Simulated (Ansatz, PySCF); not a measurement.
This Ansatz (an electronic-structure program) input computes a CAM-B3LYP/def2-TZVPD energy:

Ansatz 0.2 input:
```yaml
crystal:
  periodic: [false, false, false]
  atoms:
    - {symbol: Cs, position_ang: [-0.00000000, -0.00000000, -1.77065809]}
    - {symbol: I, position_ang: [0.00000000, 0.00000000, 1.83747538]}
basis:
  gaussian:
    orbitals: def2-TZVPD
hamiltonian:
  xc: {name: CAM-B3LYP}
total_charge: -1
magnetization: {spin_polarized: true, initial_magnetization: 1}
output: {forces: true}
```

Problem. Write an input for the same energy in PySCF and say what it gives.

Solution. 
```python
from pyscf import gto, scf, dft

mol = gto.M(
    atom='''
    Cs   -0.00000000   -0.00000000   -1.77065809
    I     0.00000000    0.00000000    1.83747538
    ''',
    basis='def2-tzvpd',
    ecp='def2-tzvp',
    charge=-1,
    spin=1,
    symmetry='C2v',
    verbose=4,
)

mf = dft.UKS(mol, xc='camb3lyp').density_fit(auxbasis='def2-universal-jkfit')
mf.grids.level = 3
mf.conv_tol = 1e-9
mf.max_cycle = 100
mf.max_memory = 1500
mf.kernel()
if not mf.converged:
    mf = mf.newton()
    mf.kernel(mf.make_rdm1())
mf.analyze()
```
It gives -317.94975 Eh, and Ansatz -317.94971 Eh, a difference of 0.04 mEh, from the treatment of integrals and grids.
